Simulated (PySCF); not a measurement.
SiFHI2, SMILES F[SiH](I)I. Coordinates come from a PBE0-D3(BJ)/def2-SVP optimisation. The def2 effective core potentials stand for the cores of I; spin–orbit coupling is left out.

All values below come from PySCF with PBE0-D3(BJ)/def2-SVP.

Harmonic wavenumbers (cm⁻¹): 86, 183, 210, 346, 433, 752, 801, 914, 2298. Rotational constants (GHz): 3.072, 0.4886, 0.4315; symmetry number 1.

**Question.** Work out the zero-point energy and the ideal-gas rigid-rotor harmonic-oscillator thermochemistry at 298.15 K and 1 atm.

**Answer.** ZPE = ½ Σ hcν = ½ × 6023 cm⁻¹ = 8.61 kcal/mol. H − E(el) = 12.71 kcal/mol. Entropy in cal/(mol K): translation 43.01, rotation 30.59, vibration 10.71, total 84.31. G − E(el) = -12.42 kcal/mol. Cp = 18.44 cal/(mol K). Modes under 150 cm⁻¹ make the vibrational entropy uncertain.
